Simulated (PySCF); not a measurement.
Dipole moment (D) of eight silicon and germanium compounds: PBE beside HF, computed with PySCF for isolated molecules in the bases named; differences from unrounded values. The eight are the first of their class met in an unordered collection, after screening for sound electronic states; none was chosen by its value, except that the dipole had to exceed 0.05 D. Each molecule has one DFT geometry for both levels.

```csv
molecule,basis,HF,PBE,difference
"C₂H₁₀OSi₃, SMILES O[Si@@H]1C[C@H]([SiH3])[SiH2]1",def2-TZVP,0.76,0.74,-0.01
"C3H7NSi, SMILES CC1=NC[SiH2]1",def2-TZVP,1.98,1.41,-0.57
"CH₁₀O₂Si₃, SMILES OC[Si](O)([SiH3])[SiH3]",def2-TZVP,2.07,1.58,-0.49
"CH₃FO₃Si, SMILES O=CO[Si@@H](O)F",def2-TZVP,2.42,1.86,-0.57
"C₂H₉NOSi₂, SMILES [SiH2](/N=C\[SiH2]O)C",def2-TZVP,0.87,0.51,-0.36
"CH6O2Si2, SMILES O=C([SiH3])[SiH2]O",def2-TZVP,2.59,1.93,-0.67
"Si(H)(Cl)(Br)(vinyl) (C2H4BrClSi), SMILES C=C[SiH](Cl)Br",def2-TZVP,2.34,2.01,-0.33
"CH11NOSi3, SMILES N[SiH2]OC([SiH3])[SiH3]",def2-TZVP,0.67,1.11,0.44
```

PBE lies below HF in 7 and above it in 1 of the eight; the mean signed difference is -0.32 and the largest -0.67 D.
